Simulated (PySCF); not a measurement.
PySCF 2.14 output of an unrestricted MN15 calculation on a single atom or ion in cc-pVDZ-DK (6s5p3d1f, 43 functions), with scalar relativity by spin-free X2C-1e:

```
SCF conv_tol = 1e-09
number electrons alpha = 14  beta = 14
    H. S. Yu, X. He, S. L. Li, and D. G. Truhlar.,  Chem. Sci. 7, 5032-5051 (2016)
    H. S. Yu, X. He, S. L. Li, and D. G. Truhlar.,  Chem. Sci. 7, 5032-5051 (2016)
cycle= 1 E= -1796.09654098753  delta_E= -0.025  |g|= 0.115  |ddm|= 0.364
cycle= 2 E= -1796.09381910982  delta_E= 0.00272  |g|= 0.187  |ddm|= 0.178
cycle= 3 E= -1796.09830828274  delta_E= -0.00449  |g|= 0.002  |ddm|= 0.115
cycle= 4 E= -1796.0983087838  delta_E= -5.01e-07  |g|= 4.22e-05  |ddm|= 0.00172
cycle= 5 E= -1796.09830878409  delta_E= -2.81e-10  |g|= 4.98e-06  |ddm|= 1.78e-05
converged SCF energy = -1796.09830878409  <S^2> = 1.7763568e-15  2S+1 = 1
```

The run itself started from symmetry-adapted Hartree-Fock orbitals and held the occupation by maximum overlap, on a logarithmic radial grid, so the iterations belong to that start.

Which element, charge and spin multiplicity is this?

Zn²⁺ (zinc, charge +2), multiplicity 1; the state was [Ar] 3d10, closed-shell 1S.
